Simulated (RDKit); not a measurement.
Job for RDKit: UFF on C2H4 (SMILES C=C).

```python
from rdkit import Chem
from rdkit.Chem import AllChem, rdDetermineBonds

blocks = [
'''6

C    -0.66112664   -0.03924660   -0.00466731
C     0.66112664    0.03924660    0.00466731
H    -1.28478287    0.83544969    0.13534147
H    -1.17489083   -0.98146548   -0.15269761
H     1.28478287   -0.83544969   -0.13534147
H     1.17489083    0.98146548    0.15269762
''',
]
mol = None
for b in blocks:
    f = Chem.MolFromXYZBlock(b)
    rdDetermineBonds.DetermineBonds(f, charge=0)
    mol = f if mol is None else Chem.CombineMols(mol, f)
Chem.SanitizeMol(mol)
print(Chem.MolToSmiles(Chem.RemoveHs(mol)))
ff = AllChem.UFFGetMoleculeForceField(mol, vdwThresh=100.0, ignoreInterfragInteractions=False)
e = ff.CalcEnergy()
print(f'UFF energy {e:.6f} kcal/mol')
```

Program output:

```
C=C
UFF energy 0.516616 kcal/mol
```

The run finished.

Cost: very roughly 0.03 core-seconds.
